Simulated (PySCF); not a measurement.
Li$_{2}$, charge +1, doublet, geometry from GFN2-xTB (such geometries of metal compounds can be far from the true shape) (a state made from the parent by changing its charge; the spin is typed, not shown lowest); PBE/def2-SVP (PySCF).

The PySCF input:
```python
from pyscf import gto, scf, dft

mol = gto.Mole()
mol.atom = '''
    Li   -0.00000000   -0.00000000   -1.37032182
    Li    0.00000000    0.00000000    1.37032182
'''
mol.basis = 'def2-svp'
mol.charge = 1
mol.spin = 1
mol.verbose = 4
mol.build()

mf = dft.UKS(mol)
mf.xc = 'pbe'
mf.kernel()
```

Task: What does PySCF print? Leave out banner, timings and long lists.

Result: 
```
PySCF version 2.14.0

[INPUT] verbose = 4
[INPUT] num. atoms = 2
[INPUT] num. electrons = 5
[INPUT] charge = 1
[INPUT] spin (= nelec alpha-beta = 2S) = 1
[INPUT] symmetry False subgroup None
[INPUT] Mole.unit = angstrom
[INPUT] Symbol           X                Y                Z      unit          X                Y                Z       unit  Magmom
[INPUT]  1 Li     0.000000000000   0.000000000000  -1.370321820000 AA    0.000000000000   0.000000000000  -2.589532942316 Bohr   0.0
[INPUT]  2 Li     0.000000000000   0.000000000000   1.370321820000 AA    0.000000000000   0.000000000000   2.589532942316 Bohr   0.0

nuclear repulsion = 1.73776511063657
number of shells = 10
number of NR pGTOs = 32
number of NR cGTOs = 18
basis = def2-svp
ecp = {}

******** <class 'pyscf.dft.uks.UKS'> ********
method = UKS
initial guess = minao
damping factor = 0
level_shift factor = 0
DIIS = <class 'pyscf.scf.diis.CDIIS'>
diis_start_cycle = 1
diis_space = 8
diis_damp = 0
SCF conv_tol = 1e-09
SCF conv_tol_grad = None
SCF max_cycles = 50
direct_scf = True
direct_scf_tol = 1e-13
number electrons alpha = 3  beta = 2
XC library pyscf.dft.libxc version 7.1.2
    S. Lehtola, C. Steigemann, M. J. T. Oliveira, and M. A. L. Marques,  SoftwareX 7, 1–5 (2018)
XC functionals = pbe
    J. P. Perdew, K. Burke, and M. Ernzerhof,  Phys. Rev. Lett. 77, 3865 (1996)
    J. P. Perdew, K. Burke, and M. Ernzerhof,  Phys. Rev. Lett. 78, 1396 (1997)
    J. P. Perdew, K. Burke, and M. Ernzerhof,  Phys. Rev. Lett. 77, 3865 (1996)
    J. P. Perdew, K. Burke, and M. Ernzerhof,  Phys. Rev. Lett. 78, 1396 (1997)
radial grids:
    Treutler-Ahlrichs [JCP 102, 346 (1995); DOI:10.1063/1.469408] (M4) radial grids

becke partition: Becke, JCP 88, 2547 (1988); DOI:10.1063/1.454033
pruning grids: <function nwchem_prune>
grids dens level: 3
symmetrized grids: False
atomic radii adjust function: <function treutler_atomic_radii_adjust>
small_rho_cutoff = 0
Set gradient conv threshold to 3.16228e-05
tot grids = 27448
init E= -14.918686122119

cycle= 1 E= -14.7413099212536  delta_E= 0.177  |g|= 0.0346  |ddm|= 0.791
cycle= 2 E= -14.7478100331112  delta_E= -0.0065  |g|= 0.00739  |ddm|= 0.254
cycle= 3 E= -14.7478411931266  delta_E= -3.12e-05  |g|= 0.000275  |ddm|= 0.0212
cycle= 4 E= -14.7478413452477  delta_E= -1.52e-07  |g|= 1.55e-05  |ddm|= 0.00144
cycle= 5 E= -14.747841345807  delta_E= -5.59e-10  |g|= 4.97e-07  |ddm|= 0.000121
Extra cycle  E= -14.7478413458077  delta_E= -6.71e-13  |g|= 6.17e-08  |ddm|= 5.16e-06
converged SCF energy = -14.7478413458077  <S^2> = 0.7500027  2S+1 = 2.0000027
```
